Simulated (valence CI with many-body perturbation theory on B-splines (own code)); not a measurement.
Missing levels of Dy XXXIII

Calculated by relativistic CI+MBPT: six valence electrons over a frozen Dirac-Fock core [Ar] 3d10, radial functions for each j: 9 s, 9 p, 8 d, 6 f, 3 g, 1 h, with the one-electron correlation potential Σ1, the two-electron term Σ2, the three-electron term Σ3, Breit, model QED; selected CI, second order for the rest, scaled by the run's own slope (own B-spline code, finite nucleus).

The last digits are not significant, and no measured levels were compared; by estimate large intervals hold to a few tenths of a per cent, small ones and those within an open d or f shell to about a per cent. Among the levels kept, up to 640 cm⁻¹ of a level comes from second order outside the variational space, and about a tenth of that is noise between levels of different J, which matters for small intervals.

```tsv
Level	E (cm⁻¹)
(4s^2 4p1/2^2 4p3/2^2) J=2	0
(4s^2 4p1/2^2 4p3/2^2) J=0	58629
(4s^2 4p1/2 4p3/2^3) J=1	392390
(4s^2 4p1/2 4p3/2^3) J=2	?
(4s^2 4p3/2^4) J=0	840530
(4s^2 4p1/2^2 4p3/2 4d3/2) J=2 [a]	992570
(4s^2 4p1/2^2 4p3/2 4d3/2) J=1	?
(4s^2 4p1/2^2 4p3/2 4d3/2) J=2 [b]	?
(4s^2 4p1/2^2 4p3/2 4d3/2) J=0	1026200
(4s^2 4p1/2^2 4p3/2 4d3/2) J=3	1030500
(4s^2 4p1/2^2 4p3/2 4d5/2) J=4	?
(4s 4p1/2^2 4p3/2^3) J=1	1135000
(4s^2 4p1/2^2 4p3/2 4d5/2) J=2	?
(4s^2 4p1/2^2 4p3/2 4d5/2) J=3	1188700
(4s^2 4p1/2^2 4p3/2 4d5/2) J=1	?
(4s^2 4p1/2 4p3/2^2 4d3/2) J=0	1357300
(4s^2 4p1/2 4p3/2^2 4d3/2) J=1 [a]	1367500
(4s^2 4p1/2 4p3/2^2 4d3/2) J=2 [a]	1373800
(4s^2 4p1/2 4p3/2^2 4d3/2) J=3 [a]	1396700
(4s 4p1/2 4p3/2^4) J=0	1419600
```

Levels are named by their leading jj configuration (3d3/2^4 stands for four electrons in 3d with j = 3/2), which in mixed levels can hold well under half, so a name can repeat and another be missing. Letters in brackets count levels of one name in rising energy.

Q: The levels stand in rising order. What does the calculation give for the missing energies?

A: (4s^2 4p1/2 4p3/2^3) J=2 423420; (4s^2 4p1/2^2 4p3/2 4d3/2) J=1 1006500; (4s^2 4p1/2^2 4p3/2 4d3/2) J=2 [b] 1024900; (4s^2 4p1/2^2 4p3/2 4d5/2) J=4 1103900; (4s^2 4p1/2^2 4p3/2 4d5/2) J=2 1161400; (4s^2 4p1/2^2 4p3/2 4d5/2) J=1 1231900.
